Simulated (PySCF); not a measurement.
**Simulated absorption spectrum**

C₃H₈FNSi.
Numbering: `[CH2:1]=[C:2]([CH2:3][F:4])[SiH2:5][NH2:6]` (hydrogens: H7, H8 on C1; H9, H10 on C3; H11, H12 on Si5; H13, H14 on N6)

Cartesian coordinates in Å at the GFN2-xTB level; atoms count from 1:
```xyz
14
C3H8FNSi angstrom
C     -0.644    1.517   -0.098
C     -0.592    0.193   -0.092
C     -1.828   -0.604   -0.380
F     -1.799   -1.822    0.262
Si     0.992   -0.810    0.242
N      2.425    0.135    0.380
H     -1.556    2.067   -0.285
H      0.236    2.113    0.076
H     -1.896   -0.829   -1.453
H     -2.743   -0.097   -0.054
H      1.211   -1.684   -0.912
H      0.850   -1.498    1.522
H      2.563    0.700    1.201
H      2.780    0.617   -0.430
```

Computed with TDDFT PBE0/def2-SVPD, vertical, gas phase, core orbitals frozen in the response in PySCF.

Broadening: Gaussians 0.25 eV wide at half height, area fixed by f = 4.319×10⁻⁹ ∫ε dν̃. The width is an assumption, not a result. The curve ends short of the highest state used, and states not computed would add to its high-energy end.

```tsv
E (eV)	ε (L mol⁻¹ cm⁻¹)
5.34	1
5.39	3
5.44	13
5.49	39
5.54	96
5.59	188
5.64	293
5.69	368
5.74	369
5.79	297
5.84	191
5.89	99
5.94	44
5.99	30
6.04	68
6.09	203
6.14	510
6.19	1031
6.24	1671
6.29	2169
6.34	2256
6.39	1883
6.44	1279
6.49	793
6.54	754
6.59	1522
6.64	3529
6.69	7025
6.74	11629
6.79	16317
```

(1) Where are the band maxima, and which computed states make them?

(2) On this curve, what absorbance would a 10⁻⁴ mol/L sample give at 222 nm over a 1 cm path?

(3) Coming from long wavelengths, where does ε first pass 100 L mol⁻¹ cm⁻¹?

Results:

(1) 217 nm (5.72 eV), ε about 380, made up of S1 (100%); 196 nm (6.32 eV), ε about 2300, made up of S2 (100%) (ε in L mol⁻¹ cm⁻¹; maxima over ε = 5, shares over 10%). At its high-energy end, 6.79 eV, the curve is still rising (ε about 16000, from S3 and S4). The states used: S1 5.72 eV (f 0.0035); S2 6.32 eV (f 0.021); S3 6.81 eV (f 0.121); S4 6.98 eV (f 0.154); S5 7.17 eV (f 0.0016); S6 7.39 eV (f 0.014).

(2) 222 nm is 5.585 eV, where ε is about 180 L mol⁻¹ cm⁻¹, so A = ε c l ≈ 0.018 (Beer–Lambert, with the gas-phase spectrum and the assumed width).

(3) At about 224 nm (5.54 eV), 0.17 eV below S1.

Hardware: Intel Xeon Platinum 8259CL at 2.50 GHz, one thread, shared host. Cost: 29 s wall, 0.78 GiB resident at most.

One conformer stands for the species.
